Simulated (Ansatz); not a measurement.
Coupled-cluster diagnostics for InP2⁻, Ansatz.

Geometry of the singlet (r2SCAN-D4/def2-TZVPD):

```
atom    x (Å)    y (Å)    z (Å)
 In1  -0.0019  -0.0053   0.0007
  P2   1.7903  -0.8120  -1.2394
  P3  -1.7883   0.8174   1.2387
```

In the def2 sets In takes a core potential; there is no spin–orbit coupling. Correlated methods freeze 14 core orbitals; core or outer-core shells of In are correlated, in sets that lack core-valence functions. The geometry of the singlet was relaxed on an unsound state (an occupied level 0.34 eV above an empty one). Another isomer (singlet) lies 2.64 eV lower at PBE0-D4/def2-TZVPD; other spin states weren't run for this one.

**Question.** Estimate the CCSD(T) correlation energy, the shares of MP2 and (T), T1 and the reference's ⟨S²⟩ for: charge -1, singlet, own geometry in def2-TZVPPD; and the rough time on 4 threads of AMD EPYC 9R45 on a shared host.

**Answer.** 
```json
{"state": "charge -1, singlet, own geometry", "basis": "def2-TZVPPD", "correlation (eV)": "-17.769", "MP2 share (%)": "92.0", "(T) share (%)": "7.3", "T1": "0.040", "⟨S²⟩ (pure)": "0.00 (0.00)", "wall time": "21 s", "remarks": "flagged by the program, large T1 (0.040), restricted SCF unstable"}
```
Customary marks for T1 are 0.02 (closed shells), 0.045 (open shells) and about 0.05 (3d metals). T1 exceeds 0.02 in 1 of 1 rows and 0.045 in 0; the higher it lies, the less the single-reference result can be trusted.
